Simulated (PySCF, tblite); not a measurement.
Isomers of C6H9P, one GFN2-xTB conformer each. Single-point energies are computed at PBE0/pcSseg-1 (PySCF, gas phase, no added dispersion term), electronic only.

| SMILES | GFN2-xTB relative energy (kcal/mol) |
| --- | --- |
| CC#CP=C(C)C | 29.8 |
| CP1C=CCC=C1 | 5.5 |
| C=C[C@@H]1P[C@H]1C=C | 27.0 |
| P#CC1CCCC1 | 0.0 |
| C#CCP(C)C=C | 44.1 |
| C#CCPC(=C)C | 42.1 |

Conformers: `[CH3:1][P:2]1[CH:3]=[CH:4][CH2:5][CH:6]=[CH:7]1` with C1–P2–C3–C4 -135°, C3–C4–C5–C6 37°, C4–C5–C6–C7 -37°, C1–P2–C7–C6 135°; `[CH2:1]=[CH:2][C@@H:3]1[PH:4][C@H:5]1[CH:6]=[CH2:7]` with C1–C2–C3–P4 -135°, P4–C5–C6–C7 -128°; `[P:1]#[C:2][CH:3]1[CH2:4][CH2:5][CH2:6][CH2:7]1` with C2–C3–C4–C5 137°, C3–C4–C5–C6 12°, C4–C5–C6–C7 -34°, C5–C6–C7–C3 43°; `[CH:1]#[C:2][CH2:3][P:4]([CH3:5])[CH:6]=[CH2:7]` with C2–C3–P4–C5 -52°, C3–P4–C6–C7 106°; `[CH:1]#[C:2][CH2:3][PH:4][C:5](=[CH2:6])[CH3:7]` with C2–C3–P4–C5 161°, C3–P4–C5–C6 -117°.

Problem. What does PBE0/pcSseg-1 give for the same structures?

Solution. 
| SMILES | PBE0/pcSseg-1 E (Eh) | PBE0/pcSseg-1 (kcal/mol) | GFN2-xTB (kcal/mol) | point group |
| --- | --- | --- | --- | --- |
| CP1C=CCC=C1 | -574.90963 | 0.0 | 5.5 | Cs |
| P#CC1CCCC1 | -574.90323 | 4.0 | 0.0 | C1 |
| C=C[C@@H]1P[C@H]1C=C | -574.87303 | 23.0 | 27.0 | – |
| CC#CP=C(C)C | -574.86747 | 26.5 | 29.8 | near Cs |
| C#CCP(C)C=C | -574.84652 | 39.6 | 44.1 | C1 |
| C#CCPC(=C)C | -574.84174 | 42.6 | 42.1 | C1 |

GFN2-xTB puts P#CC1CCCC1 lowest instead; measured from each level's own lowest isomer, the values differ by up to 5.5 kcal/mol (CP1C=CCC=C1: 5.5 against 0.0). As drawn, the highest has a C≡C bond, which the lowest lacks.

Problem. Which frontier levels, dipoles and rotational constants go with these structures?

Solution. 
```json
{"SMILES": "CP1C=CCC=C1", "HOMO (eV, PBE0/pcSseg-1)": "-6.22", "LUMO (eV)": "0.06", "dipole (D)": "1.20", "A, B, C (MHz)": "4060, 1939, 1496"}
{"SMILES": "P#CC1CCCC1", "HOMO (eV, PBE0/pcSseg-1)": "-7.27", "LUMO (eV)": "-0.84", "dipole (D)": "2.07", "A, B, C (MHz)": "5943, 1127, 1018"}
{"SMILES": "C=C[C@@H]1P[C@H]1C=C", "HOMO (eV, PBE0/pcSseg-1)": "-6.81", "LUMO (eV)": "-0.46", "dipole (D)": "0.93", "A, B, C (MHz)": "3401, 1358, 1053"}
{"SMILES": "CC#CP=C(C)C", "HOMO (eV, PBE0/pcSseg-1)": "-6.36", "LUMO (eV)": "-1.42", "dipole (D)": "2.07", "A, B, C (MHz)": "5188, 1050, 887.3"}
{"SMILES": "C#CCP(C)C=C", "HOMO (eV, PBE0/pcSseg-1)": "-6.79", "LUMO (eV)": "-0.32", "dipole (D)": "0.61", "A, B, C (MHz)": "2657, 1754, 1399"}
{"SMILES": "C#CCPC(=C)C", "HOMO (eV, PBE0/pcSseg-1)": "-6.80", "LUMO (eV)": "-0.20", "dipole (D)": "1.46", "A, B, C (MHz)": "5286, 1070, 995.7"}
```

Problem. What happens when harmonic zero-point energies from GFN2-xTB frequencies are added?

Solution. 
```csv
SMILES,ZPE (kcal/mol),electronic (kcal/mol),with ZPE (kcal/mol)
CP1C=CCC=C1,80.8,0.0,0.0
P#CC1CCCC1,84.6,4.0,7.8
C=C[C@@H]1P[C@H]1C=C,79.1,23.0,21.3
CC#CP=C(C)C,79.8,26.5,25.5
C#CCP(C)C=C,77.9,39.6,36.7
C#CCPC(=C)C,77.6,42.6,39.4
```

The zero-point energies span 7.0 kcal/mol. The order is unchanged.
